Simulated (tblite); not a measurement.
C3H7FSi.
SMILES with atom numbers: `[F:1][C@H:2]1[CH2:3][CH2:4][SiH2:5]1` (hydrogens: H6 on C2; H7, H8 on C3; H9, H10 on C4; H11, H12 on Si5)

Computed with GFN2-xTB (tblite), gas phase: Langevin dynamics at 300 K from the optimised GFN2-xTB geometry, time step 0.5 fs, friction 0.01 fs⁻¹, 2000 steps.

Start geometry:
```
atom  x, y, z in Å
F1      0.272    2.250   -0.441
C2      0.306    1.078    0.299
C3     -1.025    0.311    0.259
C4     -0.496   -1.108   -0.037
Si5     1.242   -0.430   -0.469
H6      0.598    1.383    1.308
H7     -1.609    0.389    1.175
H8     -1.630    0.688   -0.565
H9     -1.055   -1.626   -0.812
H10    -0.517   -1.739    0.850
H11     1.532   -0.269   -1.889
H12     2.383   -0.929    0.295
```

The statistics below take the 31 frames saved every 25 fs from 250 to 1000 fs; their kinetic temperature (all 3N coordinates) averages 311 K.

**Question.** How do the bond lengths spread?

**Answer.** 
```csv
bond,start (Å),mean (Å),standard deviation (Å),shortest (Å),longest (Å)
F1–C2,1.386,1.394,0.033,1.336,1.450
C2–C3,1.537,1.542,0.030,1.487,1.589
C3–C4,1.543,1.549,0.031,1.474,1.617
C4–Si5,1.915,1.924,0.034,1.867,2.005
C2–Si5,1.934,1.945,0.039,1.858,2.038
C2–H6,1.094,1.092,0.027,1.049,1.139
C3–H7,1.089,1.095,0.033,1.023,1.152
C3–H8,1.089,1.090,0.015,1.063,1.113
C4–H9,1.087,1.089,0.030,1.011,1.142
C4–H10,1.089,1.094,0.028,1.037,1.151
Si5–H11,1.459,1.464,0.037,1.401,1.548
Si5–H12,1.461,1.471,0.041,1.407,1.565
```

**Question.** Give the same statistics for bond angles, one of each kind.

**Answer.** 
```csv
angle,start (°),mean (°),standard deviation (°),smallest (°),largest (°)
F1–C2–C3,112.8,113.2,3.6,103.3,121.1
F1–C2–Si5,117.4,117.3,6.3,104.8,131.0
F1–C2–H6,105.3,105.7,2.8,100.9,112.7
C3–C2–Si5,91.1,90.8,2.3,84.9,95.8
C3–C2–H6,113.2,113.3,4.5,101.5,119.9
Si5–C2–H6,117.0,115.8,6.2,104.4,128.0
C2–C3–C4,99.6,99.4,2.8,92.4,105.4
C2–C3–H7,114.0,112.7,4.6,103.7,121.1
C2–C3–H8,109.1,110.4,3.9,104.5,120.1
C4–C3–H7,114.3,114.1,4.2,106.0,123.4
C4–C3–H8,111.3,110.7,3.6,104.9,117.6
H7–C3–H8,108.3,109.0,2.9,104.4,115.3
C3–C4–Si5,91.7,91.4,2.7,85.3,97.5
C3–C4–H9,113.5,113.1,4.2,102.4,121.3
```

**Question.** How far does each atom move about its mean position (frames aligned on the start, all atoms weighted alike), and what rms force does it feel?

**Answer.** 
```tsv
atom	rms displacement (Å)	rms force (eV/Å)
F1	0.26	1.08
C2	0.08	1.64
C3	0.10	1.65
C4	0.10	1.77
Si5	0.10	1.35
H6	0.22	0.93
H7	0.26	1.16
H8	0.28	0.60
H9	0.24	1.06
H10	0.26	1.00
H11	0.27	0.66
H12	0.25	0.73
```

The displacements run from 0.08 to 0.28 Å.

**Question.** How widely does the potential energy scatter, against a harmonic estimate?

**Answer.** Mean 0.39 eV above the start, standard deviation 0.079 eV, range 0.22 to 0.60 eV. For 30 classical harmonic modes at 300 K the canonical values are 30kT/2 = 0.39 eV and kT·√(30/2) = 0.100 eV.

The run is classical and short, so these are rough statistics of one trajectory.

What follows is the cost of the whole dynamics run. The run took 8.2 s wall on Arm Neoverse V1, one thread, no GPU, on a shared host, and the process peaked at 0.18 GiB of memory.
